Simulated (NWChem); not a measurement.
System: C₂H₄ClNOSi; SMILES N#CC[Si@@H](O)Cl

```xyz
10

N      0.1769    -3.3666    -0.2479
C      0.4746    -2.2998     0.1019
C      0.8226    -0.9411     0.4982
Si    -0.2868     0.3370    -0.3508
O     -1.7666     0.1877     0.3581
Cl     0.5515     2.2060     0.0103
H      0.7162    -0.8267     1.5841
H      1.8705    -0.7375     0.2472
H     -0.3260     0.1664    -1.8190
H     -2.5098     0.6891    -0.0062
```
Atoms are numbered in this order, from 1.

Computed with NWChem. Medium grid unless said otherwise, to which SCAN and Minnesota functionals are sensitive. Geometry: optimised at B3LYP/6-31G* (spherical d). Total energies of different functionals are on different scales.

```
level                   energy (Ha)  highest occupied level (eV)  orbital gap (eV)  dipole (D)
----------------------  -----------  ---------------------------  ----------------  ----------
PBE/def2-TZVP             -957.9110                        -7.63              6.64        3.30
B3LYP/def2-TZVP           -958.5311                        -8.72              8.32        3.35
Hartree-Fock/def2-TZVP    -956.0292                       -12.00             14.83        3.48
CAM-B3LYP/def2-TZVP       -958.4250                       -10.33             11.12        3.37
r2SCAN/def2-TZVP          -958.3260                   (withheld)        (withheld)        3.38
M06-2X/def2-TZVP          -958.3806                       -10.22             10.78        3.32
```

Some entries are withheld; supply them.


- r2SCAN/def2-TZVP, highest occupied level (eV): -7.92
- r2SCAN/def2-TZVP, orbital gap (eV): 7.31
